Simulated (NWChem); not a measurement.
System meant: GeN₂H₅Cl; SMILES [NH2][GeH]([NH2])[Cl]

The following NWChem deck was run.

```
start job
memory heap 200 mb stack 900 mb global 1100 mb
geometry units angstroms noautoz
  Ge    -0.010239    -0.361119     0.320212
  N     -1.444305    -1.327706    -0.275270
  N      1.450963    -1.123732    -0.495839
  Cl     0.078883     1.730462    -0.364170
  H     -0.101576    -0.298191     1.867952
  H     -1.489903    -1.389557    -1.298938
  H     -2.353624    -1.014725     0.081791
  H      2.267276    -0.501804    -0.492163
  H      1.722620    -2.024721    -0.084732
end
basis spherical
  * library def2-svp
end
dft
  xc xpbe96 cpbe96
  iterations 4
  mulliken
end
task dft energy
```

End of the output:

```
    Atom       Charge   Shell Charges
 -----------   ------   -------------------------------------------------------
    1 Ge  32    31.79   2.00  2.00  1.93  0.76  0.32  5.99  5.82  1.34  0.97  7.80  2.05  0.81
    2 N    7     7.19   1.97  0.74  0.46  2.21  1.80  0.03
    3 N    7     7.20   1.97  0.74  0.46  2.20  1.81  0.03
    4 Cl  17    17.06   2.00  1.96  1.05  0.80  5.82  2.24  3.17  0.02
    5 H    1     1.07   0.61  0.43  0.03
    6 H    1     0.92   0.59  0.21  0.12
    7 H    1     0.92   0.59  0.21  0.12
    8 H    1     0.93   0.59  0.21  0.12
    9 H    1     0.92   0.59  0.21  0.12

 center of mass
 --------------
 x =  -0.01031132 y =   0.04371277 z =   0.04270303

 moments of inertia (a.u.)
 ------------------
         666.993345876645          -0.000000000000           0.000000000000
          -0.000000000000         336.704874465656           0.000000000000
           0.000000000000           0.000000000000         860.588136940135

     Multipole analysis of the density
     ---------------------------------

     L   x y z        total         alpha         beta         nuclear
     -   - - -        -----         -----         ----         -------
     0   0 0 0      0.000000    -34.000000    -34.000000     68.000000

     1   1 0 0      0.065795      0.032897      0.032897     -0.000000
     1   0 1 0     -0.576144     -0.288072     -0.288072     -0.000000
     1   0 0 1      0.167360      0.083680      0.083680      0.000000

     2   2 0 0    -26.505004    -93.431923    -93.431923    160.358841
     2   1 1 0     -0.300129     -0.938541     -0.938541      1.576952
     2   1 0 1      1.759263      0.043517      0.043517      1.672228
     2   0 2 0    -34.489134   -168.034167   -168.034167    301.579200
     2   0 1 1     -0.126987     -2.749751     -2.749751      5.372514
     2   0 0 2    -32.040093    -38.350073    -38.350073     44.660052

 ------------------------------------------------------------------------
 dft energy failed                                                                                  0
 ------------------------------------------------------------------------
 ------------------------------------------------------------------------
  current input line :
    22: task dft energy
 ------------------------------------------------------------------------
 ------------------------------------------------------------------------
 This type of error is most commonly associated with calculations not reaching convergence criteria
 ------------------------------------------------------------------------
 For more information see the NWChem manual at https://nwchemgit.github.io

0:dft energy failed:Received an Error in Communication
```

### Question
Find the fault in this run and fix the input.

### Answer
Convergence was not reached. Cause: the SCF was allowed too few iterations. This input runs:
```
start job
memory heap 200 mb stack 900 mb global 1100 mb
geometry units angstroms noautoz
  Ge    -0.010239    -0.361119     0.320212
  N     -1.444305    -1.327706    -0.275270
  N      1.450963    -1.123732    -0.495839
  Cl     0.078883     1.730462    -0.364170
  H     -0.101576    -0.298191     1.867952
  H     -1.489903    -1.389557    -1.298938
  H     -2.353624    -1.014725     0.081791
  H      2.267276    -0.501804    -0.492163
  H      1.722620    -2.024721    -0.084732
end
basis spherical
  * library def2-svp
end
dft
  xc xpbe96 cpbe96
  iterations 150
  mulliken
end
task dft energy
```
It converges to -2648.65408 Ha (PBE/def2-SVP).
